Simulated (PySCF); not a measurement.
## Mo (molybdenum, neutral): r2SCANh calculation

Configuration: [Kr] 4d5 5p1, high-spin 7P determinant (an excited configuration). Calculation: PySCF 2.14, in aug-cc-pVTZ-DK; the spin-free X2C one-electron Hamiltonian (Gaussian nucleus).

| Quantity | Value |
| --- | --- |
| Total energy | -4048.13 hartree |
| One-electron energy | -5582.49 hartree |
| Hartree (Coulomb) energy | 1659.22 hartree |
| Exchange-correlation energy | -124.85 hartree |
| ⟨S²⟩ | 12.0013 |
| ⟨L²⟩ | 2.259 |
| Sum of ⟨r⟩ | 32.81 bohr |
| Sum of ⟨r²⟩ | 67.00 bohr² |
| Traceless quadrupole moment −½Σ⟨3z² − r²⟩ along its main axis | -12.1 e·bohr² |
| Langevin diamagnetic susceptibility | -53.1 ×10⁻⁶ cm³/mol |
| Time after the integrals | about 8 core-seconds |

```tsv
shell	electrons	mean orbital energy (hartree)	spread (hartree)	rms radius, mean of both spins (bohr)
1s β	1	-729.94439	0	0.0404
1s α	1	-729.94369	0	0.0404
2s α	1	-103.84210	0	0.166
2s β	1	-103.81698	0	0.166
2p α	3	-92.76321	0.00079	0.148
2p β	3	-92.74416	0.00006	0.148
3s α	1	-17.99714	0	0.458
3s β	1	-17.98761	0	0.458
3p α	3	-14.32081	0.00116	0.463
3p β	3	-14.30854	0.00149	0.463
3d α	5	-8.34873	0.00052	0.455
3d β	5	-8.32514	0.00159	0.455
4s α	1	-2.56427	0	1.19
4s β	1	-2.43302	0	1.19
4p α	3	-1.58471	0.00860	1.33
4p β	3	-1.42964	0.00669	1.33
4d α	5	-0.24347	0.00663	2.13
5p α	1	-0.08394	0	5.20
```

Densities and radii are taken from the X2C orbitals without a picture-change correction, which distorts them close to the nucleus.
